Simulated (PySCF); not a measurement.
# Electron correlation in Cd⁺ (cadmium, charge +1)

[Kr] 4d10 5p1, 2P determinant (an excited configuration). Calculation: PySCF 2.14, in aug-cc-pwCVTZ-PP with ECP28MDF (8s8p7d4f3g, 122 functions); scalar relativity through the core potential. Frozen: 4s2 4p6; 11 electrons correlated.

MP2 pair energies summed by pair of shells (mhartree):

| pair | energy | share (%) |
| --- | --- | --- |
| 4d-4d | -393.07 | 93.5 |
| 4d-5p | -27.31 | 6.5 |

Total MP2 correlation energy: -420.39 mhartree.

Same-spin part -153.05 and opposite-spin part -267.34 mhartree; SCS-MP2 scales them by 1/3 and 6/5 to -371.82 mhartree.
